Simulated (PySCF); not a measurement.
# Polarisability and C₆ of P⁺ (phosphorus, charge +1)

[Ne] 3s2 3p2, high-spin 3P determinant. Computed with PySCF 2.14 in aug-cc-pV(Q+d)Z with one added diffuse shell each of s, p, d, f, g type (8s7p6d4f3g, 114 functions), with the non-relativistic Hamiltonian (point nucleus). Coupled (time-dependent) response in atomic units; α is the mean over directions.

```json
{"method": "UHF", "mean α (bohr³)": "14.47", "α xx, yy, zz": "14.09, 14.66, 14.66", "C₆ (like pair)": "74.97", "S(−4)": "70.67"}
{"method": "PBE", "mean α (bohr³)": "14.44", "α xx, yy, zz": "13.80, 14.75, 14.75", "C₆ (like pair)": "74.43", "S(−4)": "69.15"}
{"method": "PBE0", "mean α (bohr³)": "14.31", "α xx, yy, zz": "13.78, 14.58, 14.58", "C₆ (like pair)": "73.70", "S(−4)": "67.33"}
```

S(−4) is the Cauchy moment in α(ω) = α(0) + S(−4) ω² + …

α(iu) at PBE:

```tsv
u (hartree)	α(iu) (bohr³)
0	14.44
0.0500	14.27
0.100	13.78
0.200	12.15
0.300	10.19
0.500	6.810
0.750	4.208
1.00	2.786
1.50	1.469
2.00	0.9174
3.00	0.4767
5.00	0.2173
```

For an ion, C₆ is the dispersion term alone; charge-induced terms of lower order in 1/R come first.

The components differ because the open shell of this determinant is not spherical; for a pure term their mean is the scalar polarisability.
